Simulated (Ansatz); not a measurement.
`S[Si]Br` and `N[Si]Br` differ in one atom or group.

Ansatz, PBE0-D4/def2-TZVP geometries, multiplicity 1. Each molecule was computed in one conformer, which needn't be the lowest.

Scalar relativity is left out up to krypton.

```json
{"property": "HOMO energy (PBE/def2-TZVPP) / eV", "`S[Si]Br`": "-6.14"}
{"property": "ideal-gas entropy at 298 K and 1 bar (rigid rotor, harmonic PBE0-D4/def2-TZVP) / J/(mol·K)", "`S[Si]Br`": "305"}
{"property": "zero-point energy (PBE0-D4/def2-TZVP) / kJ/mol", "`S[Si]Br`": "29.3"}
{"property": "LUMO energy (ωB97M-V/def2-TZVPP) / eV", "`S[Si]Br`": "-0.64"}
{"property": "size of the dipole moment (B3LYP/def2-TZVPP) / D", "`S[Si]Br`": "1.85"}
{"property": "size of the dipole moment (PBE/def2-TZVPP) / D", "`S[Si]Br`": "1.69"}
```

Give the same properties after the change, and the shifts. (Best estimate.)

The calculation gave: 
```tsv
property	`N[Si]Br`	shift
HOMO energy (PBE/def2-TZVPP) / eV	-6.00	0.14
ideal-gas entropy at 298 K and 1 bar (rigid rotor, harmonic PBE0-D4/def2-TZVP) / J/(mol·K)	294	-11
zero-point energy (PBE0-D4/def2-TZVP) / kJ/mol	72.4	43.1
LUMO energy (ωB97M-V/def2-TZVPP) / eV	0.30	0.94
size of the dipole moment (B3LYP/def2-TZVPP) / D	2.86	1.01
size of the dipole moment (PBE/def2-TZVPP) / D	2.83	1.14
```

With PBE0 the HOMO rises by 0.12 eV and the LUMO rises by 0.92 eV, so the gap widens by about 0.80 eV. PBE moves the HOMO by 0.14 eV and ωB97M-V by 0.07 eV. The zero-point energy changes by 43.1 kJ/mol with +3 modes. Dipoles are sizes alone; their direction can turn.

B3LYP here is the variant with VWN-RPA as its local correlation; programs differ in this.

Spin–orbit coupling is left out; it splits and shifts lone-pair levels of the heavy atoms by tenths of an eV.
